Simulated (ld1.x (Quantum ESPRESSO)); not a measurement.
**Re: one change to an RRKJ potential, before and after**

* Element: Re
* Generator: ld1.x (Quantum ESPRESSO) 7.5
* Type: norm-conserving RRKJ (Kleinman–Bylander form)
* Functional: PBE
* Relativity: scalar-relativistic
* Frozen core: [Xe] 4f14
* Valence charge: 7
* Reference configuration: 5d5 6s2 6p0
* Partial waves: 6p (bound, empty): rc 2.80 bohr; 5d (bound): rc 2.00 bohr; 6s (bound): rc 2.00 bohr
* Local potential: the s channel
* Core correction: a·sin(br)/r model core inside 1.60 bohr

All-electron outer shells of the reference configuration (PBE, scalar-relativistic, ld1.x):

| shell | level (eV) | outermost node (bohr) | outermost maximum (bohr) |
| --- | --- | --- | --- |
| 5p | -47.01 | 0.56 | 1.06 |
| 4f | -42.31 | – | 0.41 |
| 6s | -5.94 | 1.24 | 2.57 |
| 5d | -5.37 | 0.62 | 1.41 |
| 6p | -1.32 | 1.48 | 3.65 |

Change: functional LDA (PZ).

Cutoffs: the cutoffs (Ry, on a coarse ladder) from which the occupation-weighted sum of valence levels, in a spherical-Bessel basis at the reference potential, stays within 10 and 1 mRy of its value at 400 Ry; they do not see the model core or the augmentation charge, which bear on the density cutoff. Errors are all-electron minus pseudo energies relative to the spin-unpolarised reference configuration.

Q: How do hardness, ghosts and transferability respond?

A: The potential gets neither clearly harder nor softer (35 Ry and 55 Ry → 35 Ry and 50 Ry); the number of tests with a reliable result goes from 7 to 9; of the 7 tests that both files solve, the error grows in 0 and shrinks in 4 by more than 15 % and 0.3 meV (median size 35.6 → 27.1 meV); neither file shows a bound ghost.

```csv
quantity,base,changed
"cutoff, loose",35 Ry,35 Ry
"cutoff, tight",55 Ry,50 Ry
bound ghosts,none,none
"error for 5d5 6s1 6p0, meV [ΔE 9.25 → 9.52 eV]",-7.0,-5.2
"error for 5d5 6s0 6p0, meV [ΔE 25.57 → 26.20 eV]",-36,-27
"error for 5d4 6s0 6p0, meV [ΔE 52.70 → 53.64 eV]",-184,-171
"error for 5d4 6s2 6p1, meV [ΔE 5.06 → 5.12 eV]",-67,-59
"error for 5d5 6s0 6p1, meV [ΔE 15.05 → 15.42 eV]",-11,-8.3
"error for 5d5.5 6s1.5 6p0, meV [ΔE 0.38 → 0.39 eV]",-12,-10
"error for 5d3 6s0 6p0, meV [ΔE 92.06 → 93.32 eV]",-689,-644
s: phases at 3.05 bohr within 0.05 rad from the reference energy up to (Ry; the scan ends near 5),1.1,1.1
p: phases at 3.05 bohr within 0.05 rad from the reference energy up to (Ry; the scan ends near 5),2.9,2.9
d: phases at 3.05 bohr within 0.05 rad from the reference energy up to (Ry; the scan ends near 5),1.1,1.1
```
